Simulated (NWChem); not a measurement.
Molecule: SiH₃S₂OCl; SMILES O[Si](S)(S)Cl

```xyz
8

O     -0.0519    -0.2572     1.9075
Si     0.0237    -0.0545     0.2703
S      1.6840     1.0599    -0.4506
S      0.0775    -2.0118    -0.5405
Cl    -1.6046     1.0672    -0.3286
H     -0.2594     0.5278     2.4271
H      2.5869     0.1550    -0.0076
H     -0.6753    -2.5230     0.4604
```
Atoms are numbered in this order, from 1.

Results from NWChem. All runs use the structure optimised with PBE0/def2-SVP. Level: PBE0/def2-SVP with SMD (1 M gas to 1 M solution), gas-phase geometry. Reactions with the solvent are ignored.

For solvent 1-propanol:

```
Item                              Value
--------------------------------  -----
solvation free energy (kcal/mol)   -9.6
```

What are these values for solvent acetonitrile?


| Property | Value |
|---|---|
| solvation free energy (kcal/mol) | -8.1 |
